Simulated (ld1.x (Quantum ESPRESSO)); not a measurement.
# How hard is this I TM potential?

I (Z = 53), norm-conserving Troullier–Martins (Kleinman–Bylander form), made with ld1.x (Quantum ESPRESSO) 7.5 (PBE, scalar-relativistic). Core [Kr], reference 4d10 5s2 5p4.5 (charge +0.5). Waves: 5s (bound): rc 1.50 bohr; 5p (bound): rc 1.45 bohr; 4d (bound): rc 0.85 bohr. Local part: all-electron potential smoothed inside 1.00 bohr (lloc = -1). Core correction: a·sin(br)/r model core inside 0.60 bohr.

The pseudo-atom Hamiltonian at the reference potential is diagonalised in spherical Bessel functions j_l(qr) that vanish at 20 bohr, with q² up to the cutoff. All-electron valence levels (Ry): 5s -1.5947, 5p -0.8153, 4d -4.0331.

Q: How do the lowest levels (Ry) of each channel move with the cutoff, and are there ghosts?

A:

| cutoff (Ry) | s #1 | s #2 | s #3 | p #1 | p #2 | p #3 | d #1 | d #2 | f #1 | Σ f·Δε (mRy) |
| --- | --- | --- | --- | --- | --- | --- | --- | --- | --- | --- |
| 8 | -1.5231 | -0.6284 | -0.1637 | -0.8019 | -0.0876 | 0.0193 | -0.4415 | -0.0210 | 0.0362 | 36119.5 |
| 15 | -6.7073 | -1.5260 | -0.1969 | -0.8818 | -0.0935 | 0.0155 | -1.0616 | -0.0355 | 0.0362 | 30151.5 |
| 21 | -12.9969 | -1.5601 | -0.1973 | -0.9315 | -0.0972 | 0.0133 | -1.7674 | -0.0462 | 0.0362 | 23250.1 |
| 35 | -19.7265 | -1.5900 | -0.1981 | -1.7894 | -0.5055 | -0.0742 | -2.8894 | -0.0620 | 0.0361 | 12840.5 |
| 50 | -22.3399 | -1.5920 | -0.1985 | -4.7310 | -0.7993 | -0.0896 | -3.6156 | -0.0740 | 0.0361 | 4252.2 |
| 60 | -22.8677 | -1.5930 | -0.1992 | -5.6092 | -0.8109 | -0.0901 | -3.8093 | -0.0777 | 0.0361 | 2261.4 |
| 90 | -23.4412 | -1.5942 | -0.2004 | -6.4263 | -0.8132 | -0.0901 | -4.0045 | -0.0821 | 0.0361 | 297.3 |
| 120 | -23.5545 | -1.5946 | -0.2005 | -6.6075 | -0.8145 | -0.0902 | -4.0285 | -0.0828 | 0.0361 | 50.2 |
| 180 | -23.5699 | -1.5947 | -0.2005 | -6.6405 | -0.8151 | -0.0902 | -4.0328 | -0.0829 | 0.0361 | 4.0 |
| 230 | -23.5704 | -1.5947 | -0.2006 | -6.6406 | -0.8152 | -0.0902 | -4.0331 | -0.0829 | 0.0361 | 1.1 |
| 350 | -23.5705 | -1.5947 | -0.2006 | -6.6409 | -0.8153 | -0.0902 | -4.0331 | -0.0829 | 0.0361 | 0.2 |
| 400 | -23.5705 | -1.5947 | -0.2006 | -6.6409 | -0.8153 | -0.0902 | -4.0331 | -0.0829 | 0.0361 | 0.0 |

Result: ghost states, extra bound levels that the all-electron valence spectrum of the same l lacks: s at -320.7 eV, p at -90.4 eV (a true bound ghost makes a file unfit for plane-wave use); 10 mRy is reached at 160 Ry and 1 mRy at 260 Ry.
